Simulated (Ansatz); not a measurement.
Sn21H31Br⁺, a nanocrystal cut from the lattice of tin (1 of the caps Br). Charge 1, multiplicity 2. Geometry r2SCAN-D4/def2-SVP, that of the neutral singlet; atoms count from 1.

Cartesian coordinates in Å:
```
Sn 0.4451 -2.7940 5.0729
Sn -3.6177 3.7821 2.4762
Sn 0.0431 4.6790 -0.2869
Sn 0.3277 0.8748 2.2598
Sn -2.0619 -2.8418 1.2795
Sn -2.2960 0.9110 -1.3804
Sn 1.5246 -1.7078 -1.4155
Sn 1.7176 -5.3698 1.4089
Sn 1.2177 2.0855 -4.0054
Sn -1.0004 -1.8183 -5.3843
Sn -1.8835 1.9185 3.6508
Sn 1.8134 -0.5235 4.1898
Sn -0.4095 -4.3819 2.9338
Sn 1.6885 3.1819 1.4160
Sn -2.1162 5.7346 1.1563
Sn -0.8611 3.0830 -2.4096
Sn 3.1801 -3.3432 0.1550
Sn 2.9507 0.4150 -2.5704
Sn -0.6020 -0.7298 0.1415
Sn 0.4489 -3.2715 -3.4834
Sn 0.2186 0.5794 -6.1491
Br -0.6714 3.4502 5.2997
H 1.4350 -3.7167 6.1370
H -0.9374 -2.2934 5.9659
H -4.5223 4.4882 3.7551
H -4.7246 3.0190 1.4087
H 0.9426 5.9973 -0.9503
H -3.3607 -2.1641 2.1900
H -2.7655 -3.8008 0.0341
H -3.5637 1.4673 -0.3517
H -3.0383 0.0052 -2.6424
H 2.7566 -6.3315 2.3888
H 1.0803 -6.3965 0.1828
H 2.1150 3.4157 -4.6477
H -2.5660 -1.4875 -4.7602
H -1.2125 -2.7972 -6.7844
H -2.6806 0.7784 4.6748
H 2.1531 0.5338 5.5013
H 3.3168 -0.9926 3.4966
H -1.3088 -5.7216 3.5515
H 2.1256 4.1156 2.7886
H 3.1351 2.7337 0.5988
H -1.5192 6.8421 2.3276
H -3.1459 6.6103 0.0885
H -1.9037 4.0276 -3.4146
H 3.9928 -2.3839 1.3291
H 4.3872 -4.0392 -0.8575
H 3.8243 1.2749 -1.3645
H 4.1074 -0.2458 -3.6646
H -0.5592 -4.4905 -2.7986
H 1.7463 -4.0804 -4.2784
H -0.8992 1.5188 -7.0628
H 1.5332 0.2005 -7.1966
```

In the def2 sets Sn takes a core potential; there is no spin–orbit coupling. Single mean-field runs in def2-TZVP are fitted with def2-universal-jkfit.

(1) Estimate the Mulliken populations of the heavy atoms from the PBE0/def2-TZVP orbitals of Ansatz.

(2) Where does the spin sit?

(3) And the Mayer bond orders between heavy atoms (over 0.3)?

Results:

(1) 
```json
{"atom": "Sn1", "charge (e)": "0.06", "spin (α − β)": "0.02"}
{"atom": "Sn2", "charge (e)": "0.08", "spin (α − β)": "0.02"}
{"atom": "Sn3", "charge (e)": "0.03", "spin (α − β)": "0.03"}
{"atom": "Sn4", "charge (e)": "0.08", "spin (α − β)": "0.05"}
{"atom": "Sn5", "charge (e)": "0.06", "spin (α − β)": "0.11"}
{"atom": "Sn6", "charge (e)": "0.07", "spin (α − β)": "0.13"}
{"atom": "Sn7", "charge (e)": "0.06", "spin (α − β)": "0.04"}
{"atom": "Sn8", "charge (e)": "0.06", "spin (α − β)": "0.02"}
{"atom": "Sn9", "charge (e)": "0.03", "spin (α − β)": "0.02"}
{"atom": "Sn10", "charge (e)": "0.07", "spin (α − β)": "0.00"}
{"atom": "Sn11", "charge (e)": "0.27", "spin (α − β)": "0.02"}
{"atom": "Sn12", "charge (e)": "0.07", "spin (α − β)": "0.09"}
{"atom": "Sn13", "charge (e)": "0.03", "spin (α − β)": "0.03"}
{"atom": "Sn14", "charge (e)": "0.06", "spin (α − β)": "0.06"}
{"atom": "Sn15", "charge (e)": "0.08", "spin (α − β)": "0.00"}
{"atom": "Sn16", "charge (e)": "0.02", "spin (α − β)": "0.03"}
{"atom": "Sn17", "charge (e)": "0.06", "spin (α − β)": "0.07"}
{"atom": "Sn18", "charge (e)": "0.04", "spin (α − β)": "0.05"}
{"atom": "Sn19", "charge (e)": "0.04", "spin (α − β)": "0.06"}
{"atom": "Sn20", "charge (e)": "0.04", "spin (α − β)": "0.00"}
{"atom": "Sn21", "charge (e)": "0.06", "spin (α − β)": "0.00"}
{"atom": "Br22", "charge (e)": "-0.33", "spin (α − β)": "0.02"}
```
Mulliken values depend strongly on the basis.

(2) Summed by element: Sn 0.84, Br 0.02, H 0.15, of 1 unpaired in all. Largest on single atoms: Sn6 0.13, Sn5 0.11, Sn12 0.09.

(3) Sn1–Sn12 0.84 (2.79 Å); Sn1–Sn13 0.87 (2.80 Å); Sn2–Sn11 0.81 (2.80 Å); Sn2–Sn15 0.87 (2.79 Å); Sn3–Sn14 0.82 (2.80 Å); Sn3–Sn15 0.85 (2.80 Å); Sn3–Sn16 0.85 (2.81 Å); Sn4–Sn11 0.80 (2.81 Å); Sn4–Sn12 0.75 (2.81 Å); Sn4–Sn14 0.79 (2.81 Å); Sn4–Sn19 0.81 (2.82 Å); Sn5–Sn13 0.81 (2.80 Å); Sn5–Sn19 0.76 (2.81 Å); Sn6–Sn16 0.82 (2.80 Å); Sn6–Sn19 0.75 (2.81 Å); Sn7–Sn17 0.77 (2.81 Å); Sn7–Sn18 0.79 (2.81 Å); Sn7–Sn19 0.81 (2.81 Å); Sn7–Sn20 0.84 (2.81 Å); Sn8–Sn13 0.87 (2.80 Å); Sn8–Sn17 0.84 (2.80 Å); Sn9–Sn16 0.85 (2.80 Å); Sn9–Sn18 0.83 (2.80 Å); Sn9–Sn21 0.85 (2.80 Å); Sn10–Sn20 0.86 (2.80 Å); Sn10–Sn21 0.87 (2.80 Å); Sn11–Br22 0.93 (2.56 Å).
